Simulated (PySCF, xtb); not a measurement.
BrH₃OSeSi, SMILES Br[Se]O[SiH3].

GFN2-xTB (xtb) at its own geometry gives an orbital gap of 2.70 eV and a dipole moment of 4.62 D.

Geometry optimised at r2SCAN-D4/def2-SVP. This is a generated structure with no PubChem entry under its InChIKey; it may be hypothetical. The values are those of a single conformer.

What does PBE/def2-TZVP in PySCF give? (Estimate from the structure and the level; the computed values follow.)

gap 2.14 eV (levels -5.51 and -3.37 eV), dipole 1.18 D.
